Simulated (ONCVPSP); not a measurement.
Reading a pseudo-wave (magnesium)

Columns: radius, all-electron u(r) and pseudo u(r) of the 3s shell (level -5.18 eV) of magnesium in the configuration [Ne] 3s1.5 3p0.5; PBEsol, scalar-relativistic, ONCV scheme, ONCVPSP 4.0.1.

```tsv
r (bohr)	all-electron	pseudo
0.140	0.0564	0.0159
0.280	-0.1471	0.0341
0.420	-0.2414	0.0564
0.560	-0.2277	0.0837
0.700	-0.1516	0.1167
0.840	-0.0481	0.1555
0.980	0.0619	0.2003
1.120	0.1670	0.2507
1.260	0.2615	0.3056
1.400	0.3432	0.3626
1.540	0.4117	0.4183
1.680	0.4677	0.4691
1.820	0.5122	0.5124
1.960	0.5468	0.5468
2.100	0.5721	0.5721
2.240	0.5892	0.5892
2.380	0.5989	0.5989
2.520	0.6021	0.6021
2.660	0.5998	0.5998
2.800	0.5929	0.5929
2.940	0.5821	0.5821
3.080	0.5682	0.5682
3.220	0.5517	0.5517
3.360	0.5332	0.5332
3.500	0.5132	0.5132
3.640	0.4922	0.4922
```

(1) How many radial nodes do the two functions have?

(2) At about which radius was the pseudo-wave matched?

(3) Is the pseudo-wave norm-conserving?

Results:

(1) The all-electron 3s function has n − l − 1 = 2; the pseudo-wave has 0, since the states of the same l below it are removed with the core.

(2) 2.15 bohr. The columns agree to 0.0005 from 1.82 bohr on; several derivatives are matched, so the curves merge somewhat inside the radius.

(3) Yes: the ONCV scheme keeps the norm inside the radius equal to the all-electron one, which fixes the energy derivative of the logarithmic derivative at the level.
